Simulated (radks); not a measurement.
Pd30+, 16 electrons, occupied as [Ne] 3s2 3p4 (the NIST ground configuration). Method: scalar-relativistic Kohn-Sham, LDA (Slater exchange, VWN5 correlation), spin-polarised, spherical densities, finite nucleus; open shells are filled with parallel spins first (spin-orbit coupling, left out, can overturn this in heavy ions); Fermi nuclear charge, rms radius 4.5318 fm; computed with a radial shooting solver on a logarithmic mesh with Libxc functionals.

Normalised radial functions P(r) = r R(r), r in bohr:

```
   r/bohr * 2p down, o 3d up (the largest magnitude, 2.82, reaches the edge; | marks zero, & curves that meet)
  0.00169 &
 0.002346 &
 0.003256 o*
 0.004521 o*
 0.006275 o *
 0.008711 o   *
  0.01209 o     *
  0.01679 o         *
  0.02349 |o               *
  0.03261 |o                        *
  0.04527 |  o                                  *
  0.06284 |      o                                         *
  0.08724 |            o                                         *
   0.1211 |                     o                            *
   0.1681 |                               o    *
   0.2334 |                  *                 o
    0.324 |     *                           o
   0.4497 |*                   o
   0.6293 *      o
   0.8736 *o
```

2p down: eigenvalue -4669.9 eV, 0 radial nodes, <r> = 0.119 bohr, 90 % of the charge inside 0.193 bohr. 3d up (empty): eigenvalue -1621.7 eV, 0 radial nodes, <r> = 0.293 bohr, 90 % of the charge inside 0.447 bohr.
